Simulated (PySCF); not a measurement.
All values below come from PBE-D3(BJ)/def2-TZVP // PBE-D3(BJ)/def2-SVP in PySCF 2.14.0. Gas-phase values, no solvent. One relaxed conformer stands for a flexible species; it need not be the lowest. 

Reference species (SMILES): `Bc1c(ccc2cccnc21)[SiH3]` (neutral, multiplicity 1).

```
Quantity                  Value
----------------------  -------
HOMO–LUMO gap           2.53 eV
S1 oscillator strength    0.000
```

Changed species: `Bc1cc2ncccc2cc1[SiH3]`.

Q: Predict the effect on the HOMO–LUMO gap and S1 oscillator strength.

A: the HOMO–LUMO gap goes up by 0.33 eV, to 2.86 eV; the S1 oscillator strength stays essentially unchanged.
